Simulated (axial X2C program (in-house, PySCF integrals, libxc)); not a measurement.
What spin–orbit coupling does to BeF⁺

Computed with an in-house all-electron X2C program for linear molecules (integrals from PySCF). Spin-free means the one-electron spin-free X2C Hamiltonian; two-component (2c) means X2C with spin–orbit coupling and atomic mean-field two-electron Coulomb and Gaunt terms, so the difference of the two also holds small scalar two-electron terms. Basis: F dyall-av3z [7s6p3d2f], Be dyall-cv3z [8s8p3d1f] (cores contracted in-house); Gaussian nuclei, density fitting, unrestricted open shells. Masses: F 18.998 u, Be 9.012 u.

Spin-free state: M_S = 0, Λ = 0 (closed shell); fragments F + Be+.

```
  level  Re (Å)  ωe (cm⁻¹)  De (eV)  μ (D)
   PBE0   1.312     1462.3    5.966   7.56
     HF   1.300     1524.1    4.110   7.90
    MP2   1.325     1429.3    6.296    n/a
   CCSD   1.319     1454.5    5.926    n/a
CCSD(T)   1.322     1437.9    6.051    n/a
 PBEsol   1.321     1421.1    6.534   7.42
```

Correlated methods: 8 electrons correlated (number of frozen shells: F 1 s; Be 1 s), 176 virtual spin orbitals or spinors in MP2, 80 natural virtuals in coupled cluster.

Dipoles are positive if Be is the positive end and refer to the centre of mass.

Two-component determinant lowest at the distance of the search:

Ω = 0 (closed shell); fragments F + Be+.

```csv
level,Re (Å),ωe (cm⁻¹),De (eV),μ (D)
PBE0,1.312,1462.2,5.965,7.56
HF,1.301,1523.9,4.098,7.90
MP2,1.326,1429.3,6.287,n/a
CCSD,1.319,1454.4,5.915,n/a
CCSD(T),1.323,1437.9,6.035,n/a
PBEsol,1.321,1421.0,6.534,7.42
```

(1) From the two tables, how do the constants change at the CCSD(T) level (2c against spin-free)?

One determinant describes the state; a PBE0 search over occupations chose it and may have missed a lower one. The closed shell is kept restricted, so the energy runs too high when the bond is stretched far. De is counted from the lowest determinant-based energies of the atoms at the same level, without counterpoise correction. CCSD and (T) use frozen natural virtuals with an MP2 correction for the truncation; (T) itself is uncorrected, so its De runs slightly low. The 2c atoms are single determinants rather than J levels; their spin–orbit lowering is only partly caught, and De is too large by that part. This holds for PBE0, PBEsol. Without a current term, density functionals place determinants with orbital angular momentum somewhat too high.

## Answers

(1) At the CCSD(T) level Re is unchanged within 0.001 Å and ωe is unchanged to within 0.2 cm⁻¹; De changes by -0.016 eV.
